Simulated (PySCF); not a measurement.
# How methods differ on the ionisation energy of As²⁺

As²⁺ [Ar] 3d10 4s2 4p1 (2P) → As³⁺ [Ar] 3d10 4s2 (1S), as a difference of total energies. Computed with PySCF 2.14 in aug-cc-pVQZ-PP with ECP10MDF (7s6p5d3f2g, 89 functions), with scalar relativity through the core potential. Correlated levels: valence: 3s2 3p6 3d10 frozen. The calculations carry no spin-orbit coupling.

```json
{"method": "UHF", "ionisation energy (eV)": "27.487"}
{"method": "LDA", "ionisation energy (eV)": "28.134"}
{"method": "PBE", "ionisation energy (eV)": "27.976"}
{"method": "PBE0", "ionisation energy (eV)": "28.035"}
{"method": "r2SCAN", "ionisation energy (eV)": "28.266"}
{"method": "wB97X", "ionisation energy (eV)": "27.900"}
{"method": "B97-3", "ionisation energy (eV)": "27.826"}
{"method": "MN15", "ionisation energy (eV)": "27.755"}
{"method": "wB97M-V", "ionisation energy (eV)": "27.927"}
{"method": "MP2 (valence)", "ionisation energy (eV)": "27.780"}
{"method": "SCS-MP2 (valence)", "ionisation energy (eV)": "27.773"}
```

Question: How much does correlation contribute at MP2 (valence)?

Answer: 27.780 − (27.487) = 0.293 eV, measured against UHF.

The reference lies between the lowest fine-structure levels, while these numbers refer to the centres of the terms.

Errors of the correlated levels include the incompleteness of this basis and the frozen core.

For comparison: 28.349 ± 0.012 eV (measured; NIST Atomic Spectra Database, ionization energies).
